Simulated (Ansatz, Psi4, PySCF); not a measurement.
C4H6Si, charge +1, doublet, geometry from GFN2-xTB (a state made from the parent by changing its charge; the spin is typed, not shown lowest). Base run: PBE0/STO-3G in PySCF.

Here is a job for PySCF.
```python
from pyscf import gto, scf, dft

mol = gto.Mole()
mol.atom = '''
    C    -1.222972    0.750789   -0.511415
    C    -0.027153    1.293129   -0.176368
    Si    1.276395   -0.078851    0.248676
    C    -0.286777   -1.221920    0.358743
    C    -1.366359   -0.638240   -0.215880
    H    -2.016288    1.318976   -0.982691
    H     0.171900    2.352184   -0.144975
    H     1.966939    0.119196    1.514540
    H     1.999349   -0.412890   -0.970565
    H    -0.297504   -2.195062    0.822515
    H    -2.274361   -1.181050   -0.450776
'''
mol.basis = 'sto-3g'
mol.charge = 1
mol.spin = 1
mol.verbose = 4
mol.build()

mf = dft.UKS(mol)
mf.xc = 'pbe0'
mf.kernel()
```

The same geometry, method and basis name were run in Ansatz (a program for electronic structure) and Psi4 and PySCF, at each program's defaults and at the settings that a row names. The base is PySCF at its defaults. Differences at the defaults can come from grids, fitting, cores and function types together.

```csv
code and settings,ΔE vs base (mEh),basis functions,E (Eh),SCF cycles
"PySCF, defaults (exact integrals, its default grid, spherical functions)",0.000,35,-439.70025,10
"Psi4, defaults (density fitting with its default set, its default grid, spherical functions)",-1.658,35,-439.70191,9
"Ansatz, defaults (factorised integrals, its default grid, spherical functions)",-0.002,35,-439.70025,-
"PySCF, density fitting with def2-universal-jkfit",-1.654,35,-439.70190,10
"PySCF, fine grid",-0.002,35,-439.70025,10
"Psi4, exact integrals, spherical functions, fine grid",-0.003,35,-439.70025,12
"Ansatz, high accuracy",-0.003,35,-439.70025,-
```

Open shells are given as the SCF converged; they aren't shown to be the lowest states, and a large step between rows can be another state.
